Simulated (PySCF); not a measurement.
Structure elucidation problem

Molecular formula: C$_{7}$H$_{12}$. Simulated spectra:

1H NMR (600 MHz, computed): δ 1.70 (m, 4H), 1.56 (m, 4H), 0.52 (s, 4H).

13C{1H} NMR (computed): δ 41.3 (CH2, 2C), 32.5 (CH2, 2C), 20.6 (C), 19.3 (CH2, 2C).

[PySCF 2.14.0 with density-fitted response routines: NMR shieldings at KT2/pcSseg-1/GIAO; geometry from PBE0-D3(BJ)/def2-SVP; couplings computed with B3LYP/pcJ-1 (without the spin–dipole term); non-relativistic Hamiltonian; one conformer; in vacuum; one averaged value for each set of equivalent atoms]

Shifts are taken against calculated references (same method and geometry level): 1H, 13C vs TMS.

Problem. Deduce the structure.

Solution. 
- The formula gives 2 degrees of unsaturation (2 rings in the answer).
- 4 carbon signals for 7 carbons: some carbons are equivalent by symmetry or fast rotation.
- Carbon types of the structure: 1 × C, 6 × CH2, which accounts for all hydrogens.
- δC 41.3, 32.5: sp3 CH2 in a ring; a saturated carbon with 2 carbon neighbours and no heteroatom attached.
- δC 20.6, 19.3: three-membered-ring carbon; carbons of three-membered rings are unusually shielded.
- δH 1.70, 1.56: hydrogen on an sp3 CH2 in a ring; far from electronegative atoms and π systems.
- δH 0.52: hydrogen on a three-membered-ring carbon; cyclopropane-type protons are shielded by the ring.

The compound is spiro[2.4]heptane (SMILES C1CCC2(C1)CC2).

This is the structure that produced the data.

Multiplet labels drop couplings under 1 Hz and merge nearly equal ones. Couplings among chemically equivalent protons are left out too, so labels in AA′BB′ or AA′XX′ sets are apparent multiplicities. Unscaled 3J(H,H) at this level run about 10 % above measured values. Shifts are as computed. Against solution values, carbons near 30 ppm lie about +2 ppm off and those near 130 ppm about -5 ppm. Of 1211 compounds with measured shifts, 218 miss one by over three times the rms of a fit or turn the order of signals round; such compounds aren't used in these exercises.
